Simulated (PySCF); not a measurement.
A structure optimised at B3LYP-D3(BJ)/def2-SVP, used in a PySCF frequency run:

```xyz
10

Si     0.8467     0.3875    -0.8079
Cl     1.5602     0.1077     1.1553
Si    -1.3142    -0.5483    -0.7178
N     -2.1515     0.0207     0.6979
H      0.8368     1.8574    -1.0677
H      1.8199    -0.2469    -1.7440
H     -2.1220    -0.1722    -1.9144
H     -1.1532    -2.0309    -0.6635
H     -2.6402     0.9097     0.6362
H     -1.6593    -0.0413     1.5866
```

Write its SMILES and formula.

N[SiH2][SiH2]Cl, ClH₆NSi₂

What are its rotational constants (standard atomic weights)?

5.0485, 1.8420, 1.4735 GHz
